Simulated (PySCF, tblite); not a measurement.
Species: C4H12BNSi.
SMILES with atom numbers: `[BH2:1]/[CH:2]=[CH:3]/[C@@H:4]([CH3:5])[NH:6][SiH3:7]` (hydrogens: H8, H9 on B1; H10 on C2; H11 on C3; H12 on C4; H13, H14, H15 on C5; H16 on N6; H17, H18, H19 on Si7)

Jobs on this species (19 atoms, 62 electrons) with PySCF (density fitting) and tblite. Hardware of each: one thread, Arm Neoverse N1 (aarch64), no GPU, on a shared host. Times come from a shared host and carry two figures at best.

Question: Rank these jobs by wall time, shortest first.
A. GFN2-xTB; L-BFGS relaxation
B. GFN2-xTB; Hessian by finite differences
C. B3LYP/def2-SVPD; 8 singlets by full TDDFT, 3 Tamm–Dancoff triplets, polarisability; 240 basis functions
D. PBE0/pcSseg-1; shieldings, charges and field gradients; 186 basis functions

Answer: B (1.1 s), A (1.9 s), D (52 s), C (84 s).

All jobs:

```tsv
level and settings	work	basis functions	SCF cycles	wall time
GFN2-xTB	Hessian by finite differences	–	–	1.1 s
GFN2-xTB	L-BFGS relaxation	–	–	1.9 s
PBE0/pcSseg-1	shieldings, charges and field gradients	186	14	52 s
B3LYP/def2-SVPD	8 singlets by full TDDFT, 3 Tamm–Dancoff triplets, polarisability	240	14	84 s
```

What do all jobs in the table cost together?

About 2.3 min; the longest takes about 60 % of that, and about 76 times as long as the shortest.
